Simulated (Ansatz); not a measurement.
```yaml
crystal:
  periodic: [false, false, false]
  atoms:
    - {symbol: Si, position_ang: [-1.014392, 0.953287, -1.123588]}
    - {symbol: Si, position_ang: [0.216550, -0.726010, 0.323756]}
    - {symbol: O, position_ang: [1.462074, -0.365490, 0.804136]}
    - {symbol: Al, position_ang: [0.540576, -0.860635, 2.457165]}
    - {symbol: H, position_ang: [-2.303333, 0.804801, -1.610346]}
    - {symbol: H, position_ang: [-0.939686, 1.861015, -0.552755]}
    - {symbol: H, position_ang: [0.198993, 1.194721, -2.454769]}
    - {symbol: H, position_ang: [0.056253, -2.175575, -1.029610]}
    - {symbol: H, position_ang: [0.928466, -0.934329, 3.743938]}
basis:
  gaussian: {orbitals: aug-cc-pVDZ}
hamiltonian: {xc: {name: B97M-V}}
```

```sh
$ ansatz run in.yaml --threads 2 --pin off --events-out ev --progress --plain --max-ram 4352MiB
```

Output, abridged:

```
Functional definition: B97M-V
1471 factors; their error is unknown
mean field evaluation 1: about -24456.5473 eV, gradient 7.1e1 eV
mean field evaluation 2: about -24309.4857 eV, gradient 2.1e2 eV
mean field evaluation 4: about -24466.2316 eV, gradient 1.5e1 eV
mean field evaluation 8: about -24467.1454 eV, gradient 1.0e-1 eV
mean field evaluation 16: about -24467.0574 eV, gradient 8.0e-4 eV
mean field -24467.05743418 eV, -899.1477763390 hartree, gradient 2.4e-5 eV, S^2 0.000000; 0 other end points of the search recorded, 0 dependent functions left out
reference -24467.05756793 eV, -899.1477812541 hartree; 27, 27 occupied and 122, 122 virtual orbitals, 1471 factors
Total energy: -24467.05756793 eV, -899.1477812541 hartree
```

Hardware: 2 threads of an Arm Neoverse V2 on a shared host. Wall time 13 s, peak host memory 0.42 GiB.
